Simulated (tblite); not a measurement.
CH₉NSSi₄.
Atom-mapped SMILES: `[N:1]#[C:2][SiH2:3][S:4][SiH2:5][SiH2:6][SiH3:7]` (hydrogens: H8, H9 on Si3; H10, H11 on Si5; H12, H13 on Si6; H14, H15, H16 on Si7)

Computed with GFN2-xTB (tblite), gas phase: L-BFGS steps from a force-field or distance-geometry start until the largest atomic force falls under 0.01 eV/Å.

At the end of the run (lengths in Å): Si6–Si7 2.325, Si5–Si6 2.321, S4–Si5 2.191, C2–Si3 1.867, Si3–S4 2.129, Si5–H11 1.461, N1≡C2 1.146, Si5–Si6–Si7 116.6°, S4–Si5–Si6 109.6°, C2–Si3–S4 108.2°, N1–C2–Si3 177.3°, C2–Si3–S4–Si5 39°, Si3–S4–Si5–Si6 59°, S4–Si5–Si6–Si7 40°, H12–Si6–Si5–S4 -84°, H10–Si5–S4–Si3 -179°.

**Question.** These geometries were met on the way; a selection of coordinates is given. Order them by energy above the end point, lowest first.
A. Si6–Si7 2.271, Si5–Si6 2.266, S4–Si5 2.172, C2–Si3 1.866, Si3–S4 2.143, Si5–H11 1.442, N1≡C2 1.147, Si5–Si6–Si7 113.0°, S4–Si5–Si6 110.6°, C2–Si3–S4 109.4°, N1–C2–Si3 179.2°, C2–Si3–S4–Si5 25°, Si3–S4–Si5–Si6 84°, S4–Si5–Si6–Si7 69°, H12–Si6–Si5–S4 -50°, H10–Si5–S4–Si3 -150°
B. Si6–Si7 2.317, Si5–Si6 2.320, S4–Si5 2.187, C2–Si3 1.859, Si3–S4 2.143, Si5–H11 1.480, N1≡C2 1.146, Si5–Si6–Si7 116.1°, S4–Si5–Si6 109.6°, C2–Si3–S4 108.9°, N1–C2–Si3 177.7°, C2–Si3–S4–Si5 28°, Si3–S4–Si5–Si6 83°, S4–Si5–Si6–Si7 69°, H12–Si6–Si5–S4 -59°, H10–Si5–S4–Si3 -153°
C. Si6–Si7 2.320, Si5–Si6 2.326, S4–Si5 2.239, C2–Si3 1.879, Si3–S4 2.128, Si5–H11 1.455, N1≡C2 1.145, Si5–Si6–Si7 115.1°, S4–Si5–Si6 108.6°, C2–Si3–S4 110.2°, N1–C2–Si3 178.2°, C2–Si3–S4–Si5 27°, Si3–S4–Si5–Si6 84°, S4–Si5–Si6–Si7 69°, H12–Si6–Si5–S4 -56°, H10–Si5–S4–Si3 -153°
D. Si6–Si7 2.324, Si5–Si6 2.322, S4–Si5 2.189, C2–Si3 1.867, Si3–S4 2.131, Si5–H11 1.461, N1≡C2 1.146, Si5–Si6–Si7 116.2°, S4–Si5–Si6 109.6°, C2–Si3–S4 108.7°, N1–C2–Si3 177.8°, C2–Si3–S4–Si5 28°, Si3–S4–Si5–Si6 83°, S4–Si5–Si6–Si7 68°, H12–Si6–Si5–S4 -58°, H10–Si5–S4–Si3 -154°
E. Si6–Si7 2.213, Si5–Si6 2.230, S4–Si5 2.135, C2–Si3 1.826, Si3–S4 2.165, Si5–H11 1.487, N1≡C2 1.170, Si5–Si6–Si7 113.0°, S4–Si5–Si6 112.1°, C2–Si3–S4 109.2°, N1–C2–Si3 178.4°, C2–Si3–S4–Si5 25°, Si3–S4–Si5–Si6 84°, S4–Si5–Si6–Si7 69°, H12–Si6–Si5–S4 -49°, H10–Si5–S4–Si3 -148°

**Answer.** D (0.045 eV), B (0.075 eV), C (0.138 eV), A (0.277 eV), E (0.468 eV).

| step | E above end (eV) | rms distance from the end, all atoms (Å) | largest force (eV/Å) | rms shift of all bonds from the end (Å) |
| --- | --- | --- | --- | --- |
| 18 | 0.045 | 0.799 | 0.080 | 0.001 |
| 9 | 0.075 | 0.802 | 0.417 | 0.008 |
| 6 | 0.138 | 0.804 | 0.559 | 0.014 |
| 3 | 0.277 | 0.807 | 0.485 | 0.023 |
| 0 | 0.468 | 0.808 | 3.749 | 0.044 |

Rows stand in the order of the answer.
